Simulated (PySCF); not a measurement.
## Ionisation energy of Zr⁺ by level of theory

Zr⁺ [Kr] 4d2 5s1 (4F) → Zr²⁺ [Kr] 4d2 (3F), as a difference of total energies. Calculation: PySCF 2.14, in cc-pVDZ-PP with ECP28MDF (4s4p3d1f, 38 functions); scalar relativity through the core potential. Correlated levels: valence: 4s2 4p6 frozen. The calculations carry no spin-orbit coupling.

```json
{"method": "UHF", "ionisation energy (eV)": "12.244"}
{"method": "TPSS", "ionisation energy (eV)": "13.078"}
{"method": "r2SCAN", "ionisation energy (eV)": "13.272"}
{"method": "MP2 (valence)", "ionisation energy (eV)": "12.424"}
{"method": "SCS-MP2 (valence)", "ionisation energy (eV)": "12.304"}
```

Q: How much does correlation contribute at MP2 (valence)?

A: 12.424 − (12.244) = 0.180 eV, measured against UHF.

The reference lies between the lowest fine-structure levels, while these numbers refer to the centres of the terms.

Errors of the correlated levels include the incompleteness of this basis and the frozen core.

For comparison: 13.13 eV (measured; NIST Atomic Spectra Database, ionization energies).
